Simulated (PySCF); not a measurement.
Level of theory: B3LYP-D3(BJ)/def2-TZVP // M06-2X/def2-TZVP (PySCF 2.14.0). Isolated molecules, 0 K electronic values unless said otherwise. B3LYP has the VWN-RPA correlation part, as in Gaussian. Delta-SCF ions had no search for a lower state. 

Reference species (SMILES): `B` (neutral, multiplicity 1).

HOMO–LUMO gap: 7.53 eV
vertical ionisation energy (Delta-SCF): 13.18 eV

Changed species: `BBr` (X = bromo; the reference has X = H).

Predict the effect on the HOMO–LUMO gap and vertical ionisation energy (Delta-SCF).

the HOMO–LUMO gap falls by 1.77 eV, to 5.76 eV; the vertical ionisation energy (Delta-SCF) falls by 2.39 eV, to 10.79 eV.
